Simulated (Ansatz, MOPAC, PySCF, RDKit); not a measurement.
Dimer: CH4 (SMILES C) (first 5 atoms) with CH3NO (SMILES NC=O); geometry from B3LYP-D3(BJ)/def2-TZVP.
(charge 0, multiplicity 1):
```xyz
11

C     -0.019     0.025    -0.104
H      0.697     0.080     0.716
H      0.512     0.025    -1.055
H     -0.602    -0.893    -0.025
H     -0.684     0.889    -0.072
N     -1.093     0.063     3.316
C      0.114     0.139     3.928
O      1.182     0.174     3.359
H     -1.139     0.031     2.310
H     -1.944     0.038     3.849
H      0.027     0.168     5.030
```

Monomers are frozen at their geometry in the pair; levels with a basis set take the counterpoise correction.

The state that PM6 reach isn't checked.

The values were computed with Ansatz (an electronic-structure program) with Gaussian orbitals; MOPAC for PM6 (differences of heats of formation); PySCF for the dispersion terms; RDKit for the force fields. 

### Question
One of these levels gives -1.02 kcal/mol for the interaction energy. Name it.
A. PM6
B. MMFF94
C. r2SCAN-D3(BJ)/def2-TZVPPD

### Answer
A, PM6. The others give -0.09 (MMFF94), -1.57 (r2SCAN-D3(BJ)/def2-TZVPPD)
